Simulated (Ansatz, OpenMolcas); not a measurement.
## From OpenMolcas to Ansatz

OpenMolcas 26.06 runs this on SiCl3 (SMILES Cl[Si](Cl)Cl):

calc.input:
```
* Cl3Si Kohn-Sham DFT
>>> EXPORT MOLCAS_PRINT=2

&gateway
 baslib = $CurrDir
 coord
 4
 angstrom
 Cl      -1.524800      -0.591600       1.030100
 Si       0.116100       0.389400       0.310600
 Cl       1.694700      -0.903800       0.219000
 Cl      -0.286000       1.105900      -1.559700
 basis = aug-cc-pVDZ
 group = NoSym

&seward
 gridinput
 Grid=UltraFine
 End of Grid

&scf
 uhf
 spin = 2
 ksdft = revPBE
 thresholds = 1e-10 1e-07 1e-07 1e-05
 prorbitals = 1 2

&alaska
```

```bash
$ export MOLCAS_MEM=1860
$ pymolcas calc.input > calc.log
```

(Basis files named in the input come from the Basis Set Exchange and aren't shown.)

The coordinates come from a PBE0-D4/def2-TZVP relaxation.

It gives a total energy of -1669.898712 Eh.

**Question.** Write the same calculation for Ansatz 0.2.0 as an input file of the program's own, asking for the energy.

**Answer.** For example:

job.yaml:
```yaml
crystal:
  periodic: [false, false, false]
  atoms:
    - {symbol: Cl, position_ang: [-1.524800, -0.591600, 1.030100]}
    - {symbol: Si, position_ang: [0.116100, 0.389400, 0.310600]}
    - {symbol: Cl, position_ang: [1.694700, -0.903800, 0.219000]}
    - {symbol: Cl, position_ang: [-0.286000, 1.105900, -1.559700]}
basis:
  gaussian: {orbitals: aug-cc-pVDZ}
magnetization: {spin_polarized: true, initial_magnetization: 1}
hamiltonian: {xc: {name: revPBE}}
accuracy: high
output: {orbitals: {seedname: orbitals}}
```

```bash
$ ansatz run job.yaml --threads 1 --pin off --max-ram 3480MiB --events-out events.jsonl --progress --plain --runs-dir runs
```

Its energy is -1669.898711 Eh, the same as the first but for the last digit, at most.
